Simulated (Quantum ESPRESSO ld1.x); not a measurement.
All-electron atom: La I in [Xe] 5d1 6s1 6p1 (not the ground configuration). Method: scalar-relativistic Kohn-Sham, B86b exchange with PBE correlation, spin-unpolarised, spherical densities, point nucleus; computed with ld1.x of Quantum ESPRESSO 7.5. Some entries of the table are withheld. Estimate them.

| orbital | occ. | eigenvalue (eV) | <r> (bohr) |
|---|---|---|---|
| 1s | 2 | -38757.8 | 0.02507 |
| 2s | 2 | -6170.73 | 0.1074 |
| 2p | 6 | -5530.38 | 0.09424 |
| 3s | 2 | -1320.78 | 0.2851 |
| 3p | 6 | (1) | 0.2832 |
| 3d | 10 | -822.690 | 0.2600 |
| 4s | 2 | (2) | (3) |
| 4p | 6 | -201.168 | 0.6930 |
| 4d | 10 | -104.993 | 0.7675 |
| 5s | 2 | -40.0413 | 1.556 |
| 5p | 6 | -23.4968 | 1.800 |
| 6s | 1 | -4.3004 | 4.350 |
| 5d | 1 | -3.9733 | 2.907 |
| 6p | 1 | (4) | 5.757 |
| 7s | 0 | -0.3544 | (5) |

Answer. 
(1) 3p eigenvalue (eV): -1116.33
(2) 4s eigenvalue (eV): -267.644
(3) 4s <r> (bohr): 0.6541
(4) 6p eigenvalue (eV): -1.8662
(5) 7s <r> (bohr): 12.07
